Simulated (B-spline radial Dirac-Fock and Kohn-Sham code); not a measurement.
**Kohn-Sham estimates against Dirac-Fock for the levels of Br⁸⁺**

System: bromine as Br⁸⁺, 1s2 2s2 2p6 3s2 3p6 3d9.

The density-functional columns are spherical, spin-unpolarised Dirac-Kohn-Sham results without Breit or QED terms: −ε is minus the orbital energy of the initial state and ΔSCF the difference of two total energies. The reference in the last column comes from Dirac-Fock ΔSCF + Breit + QED. All numbers are from a radial B-spline solver, in eV; a selection of levels is shown. The Kohn-Sham columns are given as differences from the reference. For the 1s level of heavy atoms much of the gap between ΔSCF and the reference is the Breit and QED part, -30.0 eV here; for other levels the error of the functional can be larger.

```tsv
level	LDA −ε − DF	LDA ΔSCF − DF	Dirac-Fock
K (1s)	-199.1	+27.1	13644.3
L1 (2s)	-74.3	-31.7	1956.2
L2 (2p1/2)	-54.1	-3.2	1765.8
L3 (2p3/2)	-54.9	-5.3	1719.1
M1 (3s)	-35.2	-16.9	417.2
M2 (3p1/2)	-27.2	-8.9	349.6
M3 (3p3/2)	-27.1	-9.0	342.4
M4,5 (3d)	-16.0	+2.1	226.8
```

Values without a named source are computed, but for edge energies of neutral atoms, which are taken from tables.
